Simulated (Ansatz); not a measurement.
`SB1CO1` + `[F][Zr]([Cl])([Cl])[Cl]` → `ClB1CO1` + `[F][Zr]([SH])([Cl])[Cl]` at 500 K and 1 bar (redistribution).

Calculated with Ansatz (gas phase, PBE0-D4/def2-TZVP geometries, no zero-point term in ΔE). CCSD(T)/CBS adds triple-zeta CCSD(T) − MP2 to the extrapolated MP2 energy (def2 sets, frozen cores). def2 core potentials past Kr. For Zr outer-core shells are correlated without core-valence functions, which leaves a few kJ/mol of doubt a bond. Each species was taken in one conformer, which may not be the lowest.

| species | CCSD(T)/CBS energy (Eh) | H − E (kJ/mol) | S (J/(mol·K)) |
| --- | --- | --- | --- |
| `SB1CO1` | -537.61656 | 147.1 | 330.1 |
| `[F][Zr]([Cl])([Cl])[Cl]` | -1526.43176 | 57.0 | 419.9 |
| `ClB1CO1` | -599.02877 | 120.8 | 317.4 |
| `[F][Zr]([SH])([Cl])[Cl]` | -1464.99805 | 82.0 | 461.6 |

H − E and S are ideal-gas, rigid-rotor, harmonic terms from PBE0-D4/def2-TZVP, for one conformer and one mirror image of each species. 1 Eh = 2625.50 kJ/mol, R = 8.31446 J/(mol·K).

Task: By hand: ΔE, ΔH, ΔS and ΔG.

Result: ΔE = (-599.02877) + (-1464.99805) − (-537.61656) − (-1526.43176) = 0.02150 Eh = 56.4 kJ/mol. Δ(H − E) = 120.8 + 82.0 − 147.1 − 57.0 = -1.3, so ΔH = 55.1 kJ/mol. ΔS = 317.4 + 461.6 − 330.1 − 419.9 = 29.0 J/(mol·K). ΔG = 55.1 − 500 × (29.0)/1000 = 40.6 kJ/mol.

Task: By hand: the equilibrium constant, and the temperature at which ΔG would vanish if ΔH and ΔS stayed fixed.

Result: log₁₀ K = −ΔG/(RT ln 10) = -4.2. ΔG = 0 at ΔH/ΔS = 1900 K.

ΔH outweighs TΔS. A doubt of 5 kJ/mol in ΔE shifts log₁₀ K by 0.5 here. Other conformers and mirror images would add mixing entropy, several J/(mol·K) or more a flexible species. Modes under 60 cm⁻¹, often nearly free rotors, make the harmonic entropy too high. These are equilibria of isolated gas molecules and say nothing of rates. Largest T1 diagnostic: 0.017 (customary marks: 0.02 for closed shells, 0.045 for open ones).
